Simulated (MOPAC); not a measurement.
A run for MOPAC: PM6 on BFH2Se (SMILES FB[SeH]), a point of a bond scan (R = 3.046 Å).

```
PM6 1SCF PRECISE CHARGE=0 THREADS=1
BFH2Se

B     -0.50635411 1    -0.90180536 1     0.69980998 1
F      1.66931171 1    -2.51121769 1     2.09863116 1
H     -1.64886171 1    -1.18176115 1     0.86909359 1
Se     0.04580074 1     0.56405598 1    -0.45090094 1
H     -1.33288088 1     0.92683336 1    -0.80944951 1
```

Program output:

```
*******************************************************************************
 **                                                                           **
 **                              MOPAC v23.2.5                                **
 **                                                                           **
 *******************************************************************************
 ** MOPAC's Digital Object Identifier: https://doi.org/10.5281/zenodo.6511958 **
 **                                                                           **
 ** Please cite the open-source release paper for use of this MOPAC version:  **
 ** J. E. Moussa and J. J. P. Stewart (2026)                                  **
 ** MOPAC: An open-source semiempirical molecular orbital program             **
 ** J. Open Source Softw., 11(119), 8025, https://doi.org/10.21105/joss.08025 **
 *******************************************************************************

                              PM6 CALCULATION RESULTS

 *******************************************************************************
 *  PM6        - The PM6 Hamiltonian to be used
 *
 *
 *
 *                 CHARGE ON SYSTEM = 0
 *
 *
 *
 *  PRECISE    - TIGHTER CRITERIA TO BE USED
 *  1SCF       - DO 1 SCF AND THEN STOP
 *  THREADS=1  - MULTI-THREADING NOT USED
 *  T=         - A TIME OF 172800.0 SECONDS REQUESTED
 *  DUMP=N     - RESTART FILE WRITTEN EVERY 7200.0 SECONDS REQUESTED
 *******************************************************************************
PM6 1SCF PRECISE CHARGE=0 THREADS=1
 BFH2Se

   ATOM   CHEMICAL          X               Y               Z
  NUMBER   SYMBOL      (ANGSTROMS)     (ANGSTROMS)     (ANGSTROMS)

     1       B         -0.50635411  *  -0.90180536  *   0.69980998  *
     2       F          1.66931171  *  -2.51121769  *   2.09863116  *
     3       H         -1.64886171  *  -1.18176115  *   0.86909359  *
     4      Se          0.04580074  *   0.56405598  *  -0.45090094  *
     5       H         -1.33288088  *   0.92683336  *  -0.80944951  *



          CARTESIAN COORDINATES

    NO.       ATOM           X           Y           Z

     1         B         -0.5064     -0.9018      0.6998
     2         F          1.6693     -2.5112      2.0986
     3         H         -1.6489     -1.1818      0.8691
     4        Se          0.0458      0.5641     -0.4509
     5         H         -1.3329      0.9268     -0.8094

 General Reference for PM6:
 "Optimization of Parameters for Semiempirical Methods V: Modification of NDDO Approximations
 and Application to 70 Elements", J. J. P. Stewart, J. Mol. Mod., 13, 1173-1213 (2007)
 URL: https://link.springer.com/article/10.1007/s00894-007-0233-4

           Empirical Formula: H2 B F Se  =     5 atoms



      MOLECULAR POINT GROUP   :   Cs


      RHF CALCULATION, NO. OF DOUBLY OCCUPIED LEVELS = 9


 -------------------------------------------------------------------------------
 PM6 1SCF PRECISE CHARGE=0 THREADS=1
 BFH2Se



     1SCF WAS SPECIFIED, SO BFGS WAS NOT USED
     SCF FIELD WAS ACHIEVED


                              PM6 CALCULATION
                                                       MOPAC v23.2.5 Linux




          FINAL HEAT OF FORMATION =        312.90101 KCAL/MOL =    1309.17784 KJ/MOL


          COSMO AREA              =        112.04 SQUARE ANGSTROMS
          COSMO VOLUME            =         92.60 CUBIC ANGSTROMS

          IONIZATION POTENTIAL    =          8.481337 EV
          HOMO LUMO ENERGIES (EV) =         -8.481 -3.362
          NO. OF FILLED LEVELS    =          9
          MOLECULAR WEIGHT        =        110.7842         POINT GROUP:  Cs

          MOLECULAR DIMENSIONS (Angstroms)

            Atom       Atom       Distance
            H     5    F     2     5.41205
           Se     4    H     3     2.62504
            B     1    F     2     0.00000


          SCF CALCULATIONS        =          1





   ATOM   CHEMICAL          X               Y               Z
  NUMBER   SYMBOL      (ANGSTROMS)     (ANGSTROMS)     (ANGSTROMS)

     1       B         -0.50635411  *  -0.90180536  *   0.69980998  *
     2       F          1.66931171  *  -2.51121769  *   2.09863116  *
     3       H         -1.64886171  *  -1.18176115  *   0.86909359  *
     4      Se          0.04580074  *   0.56405598  *  -0.45090094  *
     5       H         -1.33288088  *   0.92683336  *  -0.80944951  *

                             CARTESIAN COORDINATES

   1    B       -0.506354110    -0.901805360     0.699809980
   2    F        1.669311710    -2.511217690     2.098631160
   3    H       -1.648861710    -1.181761150     0.869093590
   4   Se        0.045800740     0.564055980    -0.450900940
   5    H       -1.332880880     0.926833360    -0.809449510


           Empirical Formula: H2 B F Se  =     5 atoms



      MOLECULAR POINT GROUP   :   Cs


                  EIGENVALUES
 -32.05799 -23.84594 -17.99200 -15.41329 -12.92220 -10.75518  -9.93974  -9.93948
  -8.48134  -3.36173  -1.65885  -0.98042   0.27622   3.08801


              NET ATOMIC CHARGES AND DIPOLE CONTRIBUTIONS

  ATOM NO.   TYPE          CHARGE      No. of ELECS.   s-Pop       p-Pop
    1          B           0.588517        2.4115     1.17495     1.23653
    2          F          -0.760607        7.7606     1.99994     5.76067
    3          H           0.026610        0.9734     0.97339
    4         Se           0.069407        5.9306     1.99126     3.93933
    5          H           0.076073        0.9239     0.92393
 DIPOLE           X         Y         Z       TOTAL
 POINT-CHG.    -8.212     7.001    -6.024    12.359
 HYBRID         0.238    -0.537     0.443     0.736
 SUM           -7.975     6.464    -5.581    11.684


          ATOMIC ORBITAL ELECTRON POPULATIONS

     Atom    s        px        py        pz
    1  B   1.17495   0.55933   0.37964   0.29757
    2  F   1.99994   1.88154   1.93103   1.94810
    3  H   0.97339
    4 Se   1.99126   1.04873   1.36763   1.52297
    5  H   0.92393

 **********************
 *                    *
 * JOB ENDED NORMALLY *
 *                    *
 **********************




 == MOPAC DONE ==
```

The run finished.

Cost: about 0.020 core-seconds (a rough figure).
